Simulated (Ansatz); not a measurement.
The cluster B₈H₁₄. Total charge 0; singlet. Geometry r2SCAN-D4/def2-SVP.

```
atom   x (Å)   y (Å)   z (Å)
  B1   1.095   0.891  -0.311
  B2   1.535  -0.281   1.118
  B3  -1.744   0.577  -0.615
  B4   0.785  -0.839  -0.392
  B5  -0.219   0.267  -1.389
  B6  -0.965  -1.018  -0.354
  B7  -0.430   1.794  -0.588
  B8   0.139  -1.573   1.090
  H9  -0.947  -1.401   1.622
 H10  -1.505   1.618   0.206
 H11   2.632  -0.751   1.245
 H12  -1.877  -0.237   0.375
 H13   0.660  -0.755   2.015
 H14  -1.602  -1.950  -0.758
 H15   2.081   1.465  -0.683
 H16  -0.125   0.192  -2.582
 H17  -0.521   2.871  -1.105
 H18  -2.799   0.759  -1.152
 H19   0.522  -2.706   1.204
 H20   1.481  -1.576  -1.034
 H21   1.435   0.806   1.668
 H22   0.368   1.845   0.421
```

The structure comes from a short search, and lower isomers may exist.

(1) Estimate the orbital energies around the gap (eV) in Ansatz with PBE-D4/def2-SVP, r2SCAN-D4/def2-TZVP, PBE0-D4/def2-SVP, PBE0-D4/def2-TZVP, BHLYP-D4/def2-TZVP.

Answers

(1) 
```json
{"orbital": "HOMO−5", "PBE-D4/def2-SVP": "-8.55", "r2SCAN-D4/def2-TZVP": "-8.96", "PBE0-D4/def2-SVP": "-9.97", "PBE0-D4/def2-TZVP": "-10.00", "BHLYP-D4/def2-TZVP": "-11.32"}
{"orbital": "HOMO−4", "PBE-D4/def2-SVP": "-8.45", "r2SCAN-D4/def2-TZVP": "-8.88", "PBE0-D4/def2-SVP": "-9.84", "PBE0-D4/def2-TZVP": "-9.89", "BHLYP-D4/def2-TZVP": "-11.17"}
{"orbital": "HOMO−3", "PBE-D4/def2-SVP": "-7.97", "r2SCAN-D4/def2-TZVP": "-8.36", "PBE0-D4/def2-SVP": "-9.27", "PBE0-D4/def2-TZVP": "-9.31", "BHLYP-D4/def2-TZVP": "-10.53"}
{"orbital": "HOMO−2", "PBE-D4/def2-SVP": "-7.83", "r2SCAN-D4/def2-TZVP": "-8.23", "PBE0-D4/def2-SVP": "-9.20", "PBE0-D4/def2-TZVP": "-9.24", "BHLYP-D4/def2-TZVP": "-10.52"}
{"orbital": "HOMO−1", "PBE-D4/def2-SVP": "-7.56", "r2SCAN-D4/def2-TZVP": "-7.97", "PBE0-D4/def2-SVP": "-8.88", "PBE0-D4/def2-TZVP": "-8.92", "BHLYP-D4/def2-TZVP": "-10.04"}
{"orbital": "HOMO", "PBE-D4/def2-SVP": "-7.20", "r2SCAN-D4/def2-TZVP": "-7.45", "PBE0-D4/def2-SVP": "-8.25", "PBE0-D4/def2-TZVP": "-8.26", "BHLYP-D4/def2-TZVP": "-9.14"}
{"orbital": "LUMO", "PBE-D4/def2-SVP": "-2.35", "r2SCAN-D4/def2-TZVP": "-2.21", "PBE0-D4/def2-SVP": "-1.52", "PBE0-D4/def2-TZVP": "-1.56", "BHLYP-D4/def2-TZVP": "-0.52"}
{"orbital": "LUMO+1", "PBE-D4/def2-SVP": "-1.61", "r2SCAN-D4/def2-TZVP": "-1.51", "PBE0-D4/def2-SVP": "-0.79", "PBE0-D4/def2-TZVP": "-0.87", "BHLYP-D4/def2-TZVP": "0.08"}
{"orbital": "LUMO+2", "PBE-D4/def2-SVP": "0.09", "r2SCAN-D4/def2-TZVP": "0.16", "PBE0-D4/def2-SVP": "0.97", "PBE0-D4/def2-TZVP": "0.52", "BHLYP-D4/def2-TZVP": "1.11"}
{"orbital": "LUMO+3", "PBE-D4/def2-SVP": "0.41", "r2SCAN-D4/def2-TZVP": "0.49", "PBE0-D4/def2-SVP": "1.32", "PBE0-D4/def2-TZVP": "0.72", "BHLYP-D4/def2-TZVP": "1.52"}
{"orbital": "LUMO+4", "PBE-D4/def2-SVP": "0.98", "r2SCAN-D4/def2-TZVP": "0.55", "PBE0-D4/def2-SVP": "1.97", "PBE0-D4/def2-TZVP": "1.07", "BHLYP-D4/def2-TZVP": "1.94"}
{"orbital": "LUMO+5", "PBE-D4/def2-SVP": "1.19", "r2SCAN-D4/def2-TZVP": "1.14", "PBE0-D4/def2-SVP": "2.11", "PBE0-D4/def2-TZVP": "1.36", "BHLYP-D4/def2-TZVP": "1.96"}
```
